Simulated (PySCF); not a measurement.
Molecule: 1,1,2-trifluoro-2-methylcyclopropane (SMILES C[C@]1(F)CC1(F)F).

Molfile (atoms numbered from 1):
```
C4H5F3
     RDKit          3D

 12 12  0  0  0  0  0  0  0  0999 V2000
    1.2955    0.5501   -0.5245 C   0  0  0  0  0  0  0  0  0  0  0  0
    0.3293   -0.3202    0.2117 C   0  0  2  0  0  0  0  0  0  0  0  0
    0.9346   -1.2871    0.9490 F   0  0  0  0  0  0  0  0  0  0  0  0
   -1.0186   -0.7126   -0.3817 C   0  0  0  0  0  0  0  0  0  0  0  0
   -0.9377    0.2099    0.7788 C   0  0  0  0  0  0  0  0  0  0  0  0
   -1.3425   -0.2091    1.9757 F   0  0  0  0  0  0  0  0  0  0  0  0
   -1.2349    1.5050    0.6090 F   0  0  0  0  0  0  0  0  0  0  0  0
    2.0003    1.0114    0.1829 H   0  0  0  0  0  0  0  0  0  0  0  0
    0.7682    1.3502   -1.0594 H   0  0  0  0  0  0  0  0  0  0  0  0
    1.8655   -0.0480   -1.2508 H   0  0  0  0  0  0  0  0  0  0  0  0
   -1.2942   -0.3069   -1.3584 H   0  0  0  0  0  0  0  0  0  0  0  0
   -1.3549   -1.7289   -0.1604 H   0  0  0  0  0  0  0  0  0  0  0  0
  1  2  1  0
  2  3  1  1
  2  4  1  0
  4  5  1  0
  5  6  1  0
  5  7  1  0
  5  2  1  0
  1  8  1  0
  1  9  1  0
  1 10  1  0
  4 11  1  0
  4 12  1  0
M  END
```

Spin–spin couplings on one PBE0-D3(BJ)/def2-SVP geometry, PySCF 2.14, gas phase, non-relativistic, equivalent pairs averaged (spin–dipole term only in couplings to heteroatoms); isotopes 19F; basis pcJ-1.

Reference values (Hz): 2J(F6,F7) = 168.7 (measured; solution; Gryff-Keller and Szczecinski, RSC Adv. 2016, 6, 82783).

Q: How do the couplings (Hz) change with the functional? Times are CPU seconds on shared hosts with different chips, so compare them loosely.

A: 
```
functional  functions  2J(F6,F7)  abs. error  core-s
        HF        239      308.4       139.7      37
       LDA        239       75.1        93.6      19
       PBE        239       92.2        76.5      30
       KT2        239       59.1       109.6      32
     B3LYP        239      137.7        31.0      33
      PBE0        239      151.5        17.2      46
     B97-2        239      128.4        40.3      45
 BHandHLYP        239      205.5        36.8      36
 CAM-B3LYP        239      151.4        17.3      43
```

Errors compare magnitudes, without vibrational corrections. Closest: PBE0 and CAM-B3LYP, practically level; furthest: HF.
